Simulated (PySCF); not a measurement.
C₂H₆BNO, SMILES NB1CCO1. Atoms are numbered in the order given.

```xyz
11

N      0.0487    -1.9220     0.0000
B      0.0432    -0.5246     0.0000
C      1.1012     0.6689     0.0000
C     -0.2197     1.4743     0.0000
O     -1.0728     0.2976     0.0000
H      0.8976    -2.4705     0.0000
H     -0.8055    -2.4670     0.0000
H      1.7248     0.7988    -0.8967
H      1.7248     0.7988     0.8967
H     -0.4021     2.0881    -0.8981
H     -0.4021     2.0881     0.8981
```

Geometry optimised at B3LYP-D3(BJ)/def2-SVP. The structure was generated by enumeration, and PubChem lists no compound with its InChIKey, so it may never have been made. One conformer was computed; it need not be the lowest.

The numbers are results of TDA-PBE/def2-SVPD (PySCF 2.14.0), not measurements.

Vertical excitations. The molecule is in vacuum. State labels are in the subgroup Cs.

```csv
state,symmetry,energy (eV),λ (nm),f,main pairs
S1,A",5.90,210,0.014,HOMO→LUMO 100 %
S2,A',6.70,185,0.035,HOMO−1→LUMO 99 %
S3,A",6.70,185,0.001,HOMO→LUMO+1 100 %
S4,A",7.19,173,0.000,HOMO→LUMO+3 99 %
S5,A',7.28,170,0.009,HOMO−2→LUMO 98 %
S6,A",7.42,167,0.019,HOMO−3→LUMO 96 %
S7,A',7.44,167,0.031,"HOMO→LUMO+2 49 %, HOMO→LUMO+5 30 %, HOMO−1→LUMO+1 16 %"
S8,A',7.49,166,0.031,HOMO−1→LUMO+1 83 %
S9,A",7.59,163,0.006,HOMO→LUMO+4 95 %
S10,A",7.82,159,0.012,HOMO−1→LUMO+2 94 %
T1,A",5.76,215,0,HOMO→LUMO 99 %
T2,A',6.34,196,0,HOMO→LUMO+2 98 %
T3,A',6.58,188,0,HOMO−1→LUMO 100 %
T4,A",6.59,188,0,HOMO→LUMO+1 99 %
```
Triplets are in the Tamm–Dancoff approximation.
